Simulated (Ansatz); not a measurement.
A nudged elastic band was laid between two geometries of C2H8Si + H2S (14 atoms, charge 0, multiplicity 1).

These are results of RKS BHLYP-D4/cc-pVDZ (Ansatz 0.2.0), not measurements.

```
movable images  : 5
climbing image  : yes
spring          : 5.0 eV/Å²
optimiser       : lbfgs
start path      : through a guess of the saddle point
force threshold : 0.05 eV/Å
iteration limit : 60
end points      : relaxed
```

Initial state:

```xyz
14
Properties=species:S:1:pos:R:3
Si -0.297 0.209 -0.323
H 0.845 0.292 -1.282
C -0.069 -1.269 0.812
C -1.909 0.101 -1.287
H -0.287 1.468 0.478
H 3.091 0.868 0.054
S 3.231 0.986 1.386
H 0.874 -1.188 1.361
H -0.887 -1.331 1.537
H -0.054 -2.201 0.237
H -2.766 0.066 -0.607
H -2.033 0.966 -1.946
H -1.930 -0.802 -1.906
H 2.191 1.835 1.485
```

Final state:

```xyz
14
Properties=species:S:1:pos:R:3
Si -0.465 0.553 0.603
H 2.094 -1.073 -2.166
C 0.013 -1.173 1.156
C -1.331 0.551 -1.058
H -1.331 1.179 1.640
H 2.135 -0.488 -1.690
S 1.307 1.781 0.325
H 0.556 -1.146 2.106
H -0.882 -1.788 1.297
H 0.652 -1.654 0.410
H -2.256 -0.033 -1.000
H -1.588 1.568 -1.369
H -0.692 0.105 -1.825
H 1.788 1.617 1.572
```

What changes between the two ends?

Bonds broken: Si1–H2, H6–S7. Bonds formed: Si1–S7, H2–H6. C2H8Si + H2S becomes C2H8SSi + H2.

What energy profile does the band end with?

The run ended unconverged. The highest image is number 3 of 0 to 6, 232.4 kJ/mol above the first end and 260.7 kJ/mol above the last; the last end lies 28.3 kJ/mol below the first. The band didn't meet its force threshold, so its energies are provisional: the largest band force was still 0.14 eV/Å, and over the last iterations the top stayed at 2.41 eV. The orbitals stay closed-shell, which can raise the energy where a bond breaks towards radicals; this wasn't checked here.

```tsv
image	path coordinate (Å)	energy (kJ/mol)	Si1–H2 (Å)	H6–S7 (Å)	Si1–S7 (Å)
0	0.00	0.0	1.49	1.35	4.00
1	1.16	5.7	1.49	1.34	3.76
2	2.31	40.9	1.50	1.35	3.40
3	3.47	232.4	1.76	1.71	2.66
4	4.93	26.4	2.64	2.27	2.22
5	6.40	-16.8	3.29	2.60	2.18
6	7.87	-28.3	4.11	3.15	2.17
```

Time of the run: 18 min on 2 threads of Arm Neoverse V1, with other jobs on the host, peak memory 0.27 GiB.
